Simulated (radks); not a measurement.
Spherical jellium clusters: N electrons in a uniform positive sphere of charge N and radius rs N^(1/3), rs = 5.84 bohr. Level of theory: non-relativistic Kohn-Sham, LDA (Slater exchange, Perdew-Wang correlation), spin-polarised, spherical densities (a radial shooting solver with Libxc functionals). Levels are named by radial order and angular momentum (1s, 1p, 1d, 2s, ...), and open shells are averaged over m. Each electron was tried in the lowest free levels, single moves between levels near the top were tried too, and the lowest total energy was kept; such a search can miss a lower state. Energies include the self-energy of the background; IP and EA are vertical (highest electron removed, lowest free level filled), at fixed background; spill-out counts the electrons outside the background radius R, and alpha is the static dipole polarisability from linear response (closed shells only). A dash means not computed or, for alpha, an open shell; in EA it means that no bound solution was reached, which is typical of self-interaction and does not show that the anion is unstable. Real open-shell clusters deform, which this model forbids.

N	open shells	2S	E(N+1) + E(N-1) - 2E(N) (eV)	IP (eV)	-e(HOMO) (eV)	alpha/R^3
1	1s(up 1, down 0)	1	-	-	2.343	-
2	none	0	0.575	3.914	2.364	1.379
3	1p(up 1, down 0)	1	-0.407	3.078	1.810	-
4	1p(up 2, down 0)	2	-0.253	3.369	2.117	-
5	1p(up 3, down 0)	3	0.226	3.515	2.305	-
6	1p(up 3, down 1)	2	-0.211	3.202	2.109	-
7	1p(up 3, down 2)	1	-0.147	3.356	2.280	-
8	none	0	0.602	3.451	2.400	1.267
9	1d(up 1, down 0)	1	-0.154	2.802	1.833	-
10	1d(up 2, down 0)	2	-0.126	2.930	1.976	-
11	1d(up 3, down 0)	3	-0.105	3.027	2.090	-
12	1d(up 4, down 0)	4	-0.088	3.104	2.183	-
13	1d(up 5, down 0)	5	0.226	3.164	2.260	-
14	1d(up 5, down 1)	4	-0.099	2.913	2.050	-
15	1d(up 5, down 2)	3	-0.084	2.994	2.141	-
16	1d(up 5, down 3)	2	-0.072	3.059	2.218	-
17	1d(up 5, down 4)	1	-0.062	3.113	2.283	-
18	none	0	0.132	3.159	2.339	1.205
19	2s(up 1, down 0)	1	0.174	3.011	2.201	-
20	none	0	0.079	2.829	2.050	1.223
21	1f(up 1, down 0)	1	-0.066	2.753	1.984	-
22	1f(up 2, down 0)	2	-0.060	2.806	2.045	-
23	1f(up 3, down 0)	3	-0.054	2.852	2.099	-
24	1f(up 4, down 0)	4	-0.049	2.893	2.148	-
25	1f(up 5, down 0)	5	-0.045	2.930	2.192	-
26	1f(up 6, down 0)	6	-0.041	2.963	2.232	-
27	1f(up 7, down 0)	7	0.192	2.992	2.268	-
28	1f(up 7, down 1)	6	-0.049	2.790	2.083	-
29	1f(up 7, down 2)	5	-0.045	2.831	2.129	-
30	1f(up 7, down 3)	4	-0.041	2.867	2.172	-
31	1f(up 7, down 4)	3	-0.038	2.900	2.210	-
32	1f(up 7, down 5)	2	-0.035	2.930	2.246	-
33	1f(up 7, down 6)	1	-0.032	2.958	2.279	-
34	none	0	0.219	2.983	2.309	1.165
35	2p(up 1, down 0)	1	-0.023	2.756	2.094	-
36	2p(up 2, down 0)	2	-0.016	2.779	2.119	-
37	2p(up 3, down 0)	3	0.136	2.795	2.139	-
38	2p(up 3, down 0) 1g(up 1, down 0)	4	-0.036	2.659	2.014	-
39	2p(up 3, down 0) 1g(up 2, down 0)	5	-0.034	2.688	2.047	-
40	2p(up 3, down 0) 1g(up 3, down 0)	6	-	2.715	2.079	-

All shells are closed at N = 2, 8, 18, 20, 34 (there: 1s2 1p6 1d10 2s2 1f14); the second difference of the energy has clear peaks (12 % above both neighbours; the first and last values, which can be the largest, are not judged, and half-filled shells can peak too) at N = 5, 8, 13, 19, 27, 34, 37.
